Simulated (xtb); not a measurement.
Input for xtb: GFN2-xTB on C3H4O2 (SMILES C=CC(=O)O), a point of a torsion scan.

```
$ xtb mol.xyz --gfn 2 --sp --chrg 0 --uhf 0
9

C     -1.36875566    -0.38815234    -0.27463625
C     -0.55325000     0.42229907     0.38358389
C      0.91778729     0.35099316     0.27810110
O      1.66334415     1.25136690     0.57113237
O      1.36497025    -0.81879126    -0.20434206
H     -0.98645436    -1.17948263    -0.89738619
H     -2.43917592    -0.28998570    -0.20882883
H     -0.91354598     1.23784479     0.99349248
H      2.33242533    -0.79843366    -0.26821024
```

Question: What total energy does the run end on?

Answer: -16.5626 hartree.
